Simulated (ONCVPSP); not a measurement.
## manganese: excitation energies, all-electron against ONCV

```json
{"Element": "manganese", "Generator": "ONCVPSP 4.0.1", "Type": "optimised norm-conserving Vanderbilt (ONCV)", "Functional": "PBE", "Relativity": "scalar-relativistic", "Frozen core": "[Ne]", "Valence charge": "15", "Reference configuration": "3s2 3p6 3d5 4s0.5 (charge +1.5)", "Partial waves": "3s+4s: rc 1.45 bohr, ncon 4, nbas 9, qcut 9.1 1/bohr, 2 projectors; 3p: rc 1.40 bohr, ncon 4, nbas 7, qcut 11 1/bohr, 2 projectors, debl 0.9 Ha; 3d: rc 2.00 bohr, ncon 4, nbas 9, qcut 7.2 1/bohr, 2 projectors, debl 4 Ha", "Local potential": "polynomial inside 1.10 bohr (lpopt 3, dvloc0 0 Ha)", "Core correction": "Teter function, fcfact 2.75, rcfact 1.3"}
```

In the p channel the program set the typed energies aside and used -2.480, 0.250 Ha.

Energies are relative to the spin-unpolarised reference configuration 3s2 3p6 3d5 4s0.5; without spin polarisation the order of configurations can differ from experiment.

```
valence configuration  charge  ΔE all-electron (eV)  error AE − PS (meV)
      3s2 3p6 3d5 4s1      +1                -6.853                 +0.2
      3s2 3p6 3d4 4s2      +1                -2.082                 +269
```

Question: What are ΔE and the potential's error for 3s2 3p6 3d5 4s2?

Answer: ΔE = -15.270 eV all-electron; the error (AE − PS) is +2.4 meV.

Question: What are ΔE and the potential's error for 3s2 3p6 3d5 4s0?

Answer: ΔE = 8.746 eV all-electron; the error (AE − PS) is -2.0 meV.

Levels in the configuration 3s2 3p6 3d5 4s1:

| level | all-electron (eV) | pseudo (eV) |
| --- | --- | --- |
| 3s | -94.103 | -94.063 |
| 3p | -62.830 | -62.802 |
| 3d | -14.908 | -14.881 |
| 4s | -11.878 | -11.877 |
